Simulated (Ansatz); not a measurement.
Reaction (isomerisation): `C[Si]N([SiH3])[SiH3]` → `N[Si@@H]1[SiH2][C@H]1[SiH3]`

Isolated molecules relaxed with PBE0-D4/def2-TZVP in Ansatz; ΔE leaves out vibrations. CCSD(T)/CBS is the MP2 limit (def2-TZVPP, def2-QZVPP) plus CCSD(T) − MP2 in def2-TZVPP, frozen cores. DFT in def2-TZVPP. B3LYP here is the variant with VWN-RPA as its local correlation; programs differ in this. Each species was taken in one conformer, which may not be the lowest.

```json
{"level": "PBE-D4", "ΔE (kcal/mol)": "15.0", "difference from CCSD(T)/CBS": "-5.6"}
{"level": "r2SCAN-D4", "ΔE (kcal/mol)": "15.0", "difference from CCSD(T)/CBS": "-5.6"}
{"level": "PBE0-D4", "ΔE (kcal/mol)": "14.8", "difference from CCSD(T)/CBS": "-5.8"}
{"level": "B3LYP-D4", "ΔE (kcal/mol)": "23.0", "difference from CCSD(T)/CBS": "2.4"}
{"level": "ωB97M-V", "ΔE (kcal/mol)": "21.9", "difference from CCSD(T)/CBS": "1.3"}
{"level": "PBE", "ΔE (kcal/mol)": "14.0", "difference from CCSD(T)/CBS": "-6.6"}
{"level": "r2SCAN", "ΔE (kcal/mol)": "14.8", "difference from CCSD(T)/CBS": "-5.8"}
{"level": "B3LYP", "ΔE (kcal/mol)": "21.4", "difference from CCSD(T)/CBS": "0.8"}
{"level": "HF/def2-TZVPP", "ΔE (kcal/mol)": "26.2", "difference from CCSD(T)/CBS": "5.6"}
{"level": "MP2/def2-TZVPP", "ΔE (kcal/mol)": "20.1", "difference from CCSD(T)/CBS": "-0.5"}
{"level": "SCS-MP2/def2-TZVPP", "ΔE (kcal/mol)": "22.7", "difference from CCSD(T)/CBS": "2.1"}
{"level": "CCSD(T)/def2-TZVPP", "ΔE (kcal/mol)": "22.0", "difference from CCSD(T)/CBS": "1.4"}
{"level": "HF/def2-QZVPP", "ΔE (kcal/mol)": "26.6", "difference from CCSD(T)/CBS": "6.0"}
{"level": "MP2/def2-QZVPP", "ΔE (kcal/mol)": "19.4", "difference from CCSD(T)/CBS": "-1.2"}
{"level": "HF/CBS(def2)", "ΔE (kcal/mol)": "26.7", "difference from CCSD(T)/CBS": "6.1"}
{"level": "CCSD/CBS(def2)", "ΔE (kcal/mol)": "21.4", "difference from CCSD(T)/CBS": "0.8"}
{"level": "CCSD(T)/CBS", "ΔE (kcal/mol)": "20.6", "difference from CCSD(T)/CBS": "0"}
```

Largest T1 diagnostic among the species: 0.013.

The D4 term adds +1.6 kcal/mol with B3LYP and +0.8 kcal/mol with PBE0; it sums over pairs of atoms, weighted by their polarisabilities, and B3LYP, whose exchange is more repulsive, gets the larger term. In def2-TZVPP, CCSD(T) changes the Hartree–Fock value by −4.2 kcal/mol (the triples alone add −0.8 kcal/mol) and MP2 by −6.1 kcal/mol.

CCSD(T)/CBS has its own doubt, a few kJ/mol and more with outer-core shells, so smaller differences from it don't rank the levels.
